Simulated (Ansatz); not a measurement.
Start from `[OH][W]([F])(=[S])=[S]` and change one atom or group to get `[OH][W]([OH])(=[S])=[S]`.

Ansatz, PBE0-D4/def2-TZVP geometries, multiplicity 1. Each molecule was computed in one conformer, which needn't be the lowest.

Elements past krypton have def2 core potentials.

```tsv
property	`[OH][W]([F])(=[S])=[S]`
LUMO energy (B3LYP/def2-TZVPP) / eV	-3.00
HOMO–LUMO gap (ωB97M-V/def2-TZVPP) / eV	8.65
size of the dipole moment (PBE/def2-TZVPP) / D	2.66
HOMO energy (ωB97M-V/def2-TZVPP) / eV	-9.46
zero-point energy (PBE0-D4/def2-TZVP) / kJ/mol	50.4
HOMO energy (PBE/def2-TZVPP) / eV	-6.39
```

Question: What does the change do to each property? (Best estimate.)

Answer: Computed: 
```csv
property,`[OH][W]([OH])(=[S])=[S]`,shift
LUMO energy (B3LYP/def2-TZVPP) / eV,-2.78,0.22
HOMO–LUMO gap (ωB97M-V/def2-TZVPP) / eV,8.59,-0.06
size of the dipole moment (PBE/def2-TZVPP) / D,3.50,0.84
HOMO energy (ωB97M-V/def2-TZVPP) / eV,-9.21,0.25
zero-point energy (PBE0-D4/def2-TZVP) / kJ/mol,78.9,28.5
HOMO energy (PBE/def2-TZVPP) / eV,-6.13,0.26
```

With PBE0 the HOMO rises by 0.27 eV and the LUMO rises by 0.22 eV, so the gap narrows by about 0.05 eV. PBE moves the HOMO by 0.26 eV and ωB97M-V by 0.25 eV. The zero-point energy changes by 28.5 kJ/mol with +3 modes. Dipoles are sizes alone; their direction can turn.

B3LYP here is the variant with VWN-RPA as its local correlation; programs differ in this.
